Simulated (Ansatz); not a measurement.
Geometry optimisation, RKS PBE/def2-SVP (Ansatz).

input.yaml

```yaml
crystal:
  periodic: [false, false, false]
  atoms:
    - { symbol: B, position_ang: [0.0, 0.0, 0.0] }
    - { symbol: F, position_ang: [0.0, 0.0, 1.67] }
    - { symbol: H, position_ang: [1.0305, 0.0, -0.595] }
    - { symbol: H, position_ang: [-1.0305, 0.0, -0.595] }
    - { symbol: O, position_ang: [0.0715, -1.6212, 0.5392] }
    - { symbol: Al, position_ang: [-0.7444, -2.995, -0.2453] }
    - { symbol: H, position_ang: [0.0056, -4.3518, -0.419] }
    - { symbol: H, position_ang: [-2.2093, -2.8421, -0.7592] }
    - { symbol: H, position_ang: [0.0453, -1.0266, 1.5024] }
basis:
  gaussian: { orbitals: def2-SVP }
hamiltonian:
  xc: pbe
relax:
  f_tol: 0.15
  max_steps: 25
  restrain:
    - { distance: [0, 4], at: 2.61, k: 30.0 }
    - { distance: [8, 1], at: 2.12, k: 30.0 }
    - { distance: [0, 1], at: 1.32, k: 30.0 }
    - { distance: [8, 4], at: 1.01, k: 30.0 }
```

Command:

```bash
$ ansatz run input.yaml --threads 2 --pin off --max-ram 3072MiB --backend cpu --events-out ev --progress --plain --runs-dir out
```

Problem. Where does it end, and by what steps?

Solution. The run converged. The restraints hold the end off the free minimum; the threshold counts their pulls, which the force column leaves out. Restrained pairs: B1–O5 (1.71 → 2.60 Å), F2–H9 (1.04 → 2.12 Å), B1–F2 (1.67 → 1.33 Å), O5–H9 (1.13 → 0.99 Å). After 8 steps the energy has fallen by 1.801 eV (the restraints' own energy left out); F2 moved furthest, 0.74 Å.

| step | energy less start (eV) | largest force component (eV/Å) | accepted |
| --- | --- | --- | --- |
| 0 | 0.0000 | 6.380 | yes |
| 1 | -0.7496 | 2.970 | yes |
| 2 | -1.1590 | 2.442 | yes |
| 3 | -1.3520 | 2.405 | yes |
| 4 | -1.6464 | 1.140 | yes |
| 5 | -1.7401 | 0.872 | yes |
| 6 | -1.7774 | 0.539 | yes |
| 7 | -1.7877 | 0.605 | yes |
| 8 | -1.8009 | 0.600 | yes |

```xyz
9
Properties=species:S:1:pos:R:3
B 0.091 0.212 -0.053
F -0.087 0.584 1.216
H 1.226 0.225 -0.498
H -0.914 0.016 -0.721
O 0.101 -2.171 0.997
Al -0.785 -3.125 -0.154
H 0.141 -4.159 -0.948
H -2.363 -2.926 -0.366
H -0.243 -1.492 1.625
```

Time of the run: 15 s on 2 threads of Arm Neoverse V1 (shared host), peak memory 0.12 GiB.
